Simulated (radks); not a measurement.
Values are calculated unless marked as measured or tabulated.
Problem. Mean orbital radii <r> (bohr) of the tantalum ion Ta2+, [Xe] 4f14 5d3, of relativity; Dirac values are averaged over j with weights 2j + 1. Spin-unpolarised spherical Kohn-Sham, LDA (Slater exchange, Perdew-Wang correlation), point nucleus unless stated (finite: rms radius 5.3507 fm), a radial shooting solver on a logarithmic mesh with Libxc functionals. A level marked "c x" has the speed of light scaled by that factor and shares open shells by 2j + 1; other Dirac levels either fill j = l - 1/2 first or share by 2j + 1.

| shell | non-rel. |
|---|---|
| 2s | 0.08778 |
| 2p | 0.07425 |
| 3s | 0.2234 |
| 3p | 0.2133 |
| 3d | 0.1872 |
| 4s | 0.4993 |
| 4p | 0.5070 |
| 4d | 0.5257 |
| 5s | 1.203 |
| 5p | 1.338 |
| 4f | 0.6176 |
| 5d | 1.942 |

Give the values at the level "Dirac, c x 1.5".

Solution. 
shell  Dirac, c x 1.5  change of magnitude (%)
2s            0.08375                    -4.60
2p            0.07246                    -2.42
3s             0.2153                    -3.61
3p             0.2093                    -1.88
3d             0.1865                    -0.38
4s             0.4819                    -3.48
4p             0.4982                    -1.74
4d             0.5246                    -0.20
5s              1.159                    -3.65
5p              1.317                    -1.59
4f             0.6267                    +1.48
5d              1.962                    +0.99
